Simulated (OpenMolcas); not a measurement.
## Cu2+ in a point-charge field

Cu2+ among 6 point charges of -2 e arranged as a trigonal antiprism (D3d), 1.63 Å from the ion, with a polar angle of 64.6° against the regular 54.74°. The active orbitals were held to one l.

| Quantity | Value |
| --- | --- |
| Program | OpenMolcas |
| Method | CASSCF |
| Basis | ANO-RCC-VDZP [5s4p2d1f] |
| Scalar Hamiltonian | DKH2, point nucleus |
| Active space | 9 electrons in 5 orbitals (3d) |
| State averaging | 2S+1 = 2 even, 5 roots |
| Spin-orbit coupling | RASSI with atomic mean-field integrals over the reference wave functions |

The lowest spin-free states (labels of D3, the rotations of D3d), above the lowest:

```
State  Degeneracy  E (cm-1)  Free-ion L (%)
   2E           2       0.0         D (100)
   2E           2     12176         D (100)
  2A1           1     16798         D (100)
```

The lowest levels with spin-orbit coupling:

| E (cm-1) | Degeneracy | Label | 2S+1 | g |
| --- | --- | --- | --- | --- |
| 0.0 | 2 | E1/2 | 2 | 0.03 0.03 5.37 |
| 1372 | 2 | E3/2 | 2 | 0.00 0.00 1.15 |
| 12729 | 2 | E3/2 | 2 | 0.00 0.00 3.11 |
| 12996 | 2 | E1/2 | 2 | 0.54 0.99 0.99 |
| 17731 | 2 | E1/2 | 2 | 0.98 0.98 1.91 |

Powder χT (cm3 K/mol): 0.901 at 2 K, 0.904 at 10 K, 0.917 at 50 K, 0.934 at 100 K, 0.967 at 200 K, 0.999 at 300 K. The effective moment at 300 K is 2.828 √(χT) = 2.83 μB.

The lowest level has 2S+1 = 2, for which the spin-only value is χT = S(S+1) / 2 = 0.375 cm3 K/mol (g = 2). The computed 0.999 at 300 K differs by +0.624, through orbital momentum, spin-orbit coupling and any other state in reach.

An orbital doublet at a regular site is open to a Jahn-Teller distortion, which this geometry leaves out. This is an electrostatic model: the charges have no orbitals. No measured value stands beside these numbers.
